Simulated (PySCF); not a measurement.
## Electronic structure of V (vanadium, neutral) at the UHF level

Configuration: [Ar] 3d3 4s2, high-spin 4F determinant. Calculation: PySCF 2.14, in x2c-TZVPall; scalar relativity by spin-free X2C-1e.

* Total energy: -948.131725 hartree
* One-electron energy: -1301.2715 hartree
* Hartree (Coulomb) energy: 397.7391 hartree
* Exchange energy: -44.5994 hartree
* ⟨S²⟩: 3.7621
* ⟨L²⟩: 12.024
* Sum of ⟨r⟩: 21.62 bohr
* Sum of ⟨r²⟩: 47.14 bohr²
* Langevin diamagnetic susceptibility: -37.3 ×10⁻⁶ cm³/mol
* Time after the integrals: 0.36 s of wall time on 1 thread of Neoverse-N1 (shared host)

| shell | electrons | mean orbital energy (eV) | rms radius, mean of both spins (bohr) |
| --- | --- | --- | --- |
| 1s α | 1 | -5520.4 | 0.0768 |
| 1s β | 1 | -5520.4 | 0.0768 |
| 2s α | 1 | -658.13 | 0.332 |
| 2s β | 1 | -656.53 | 0.332 |
| 2p α | 3 | -546.68 | 0.303 |
| 2p β | 3 | -545.08 | 0.303 |
| 3s α | 1 | -90.601 | 1.02 |
| 3s β | 1 | -84.891 | 1.02 |
| 3p α | 3 | -58.593 | 1.11 |
| 3p β | 3 | -51.599 | 1.11 |
| 3d α | 3 | -13.698 | 1.51 |
| 4s α | 1 | -6.789 | 3.88 |
| 4s β | 1 | -5.913 | 3.88 |

Densities and radii are taken from the X2C orbitals without a picture-change correction, which distorts them close to the nucleus.
